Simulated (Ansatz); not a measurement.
The same path of BF2H + H2S (7 atoms, charge 0, multiplicity 1) was run twice with different band settings. Lost on the way: B1–H2, S5–H7. Made: B1–S5, H2–H7.

Theory: Ansatz, RKS B3LYP-D4/def2-SVP.

Relaxed end points:

```xyz
7
Properties=species:S:1:pos:R:3
B 0.067 0.379 -0.051
H 0.317 0.849 1.024
F 0.997 0.267 -0.981
F -1.182 0.109 -0.398
S 0.369 -2.412 1.037
H -0.375 -2.818 -0.018
H -0.730 -2.211 1.800
```

```xyz
7
Properties=species:S:1:pos:R:3
B 0.162 -0.650 -0.569
H -0.435 0.332 2.389
F 1.150 0.218 -0.690
F -1.076 -0.224 -0.752
S 0.541 -2.374 -0.167
H -0.750 -2.775 -0.162
H -0.128 -0.364 2.364
```

Common settings: movable images 7; climbing image yes; spring 5.0 eV/Å²; optimiser quadratic models (default); force threshold 0.03 eV/Å; iteration limit 60; end points relaxed.

| run | start path |
| --- | --- |
| 1 | through a guess of the saddle point |
| 2 | straight line |

(1) What does each run give, and how far can it be trusted?

Results:

(1) Run 1: converged after 33 iterations, highest image 1.346 eV above the first end. A vibrational analysis at the climbing image gives one clearly imaginary mode, 1093i cm⁻¹: a first-order saddle point.
Run 2: converged after 53 iterations, highest image 1.346 eV above the first end. Another band between the same ends (7 images) ends at a top of the same energy, where a vibrational analysis finds 1 clearly imaginary mode.
The orbitals stay closed-shell, which can raise the energy where a bond breaks towards radicals; this wasn't checked here.
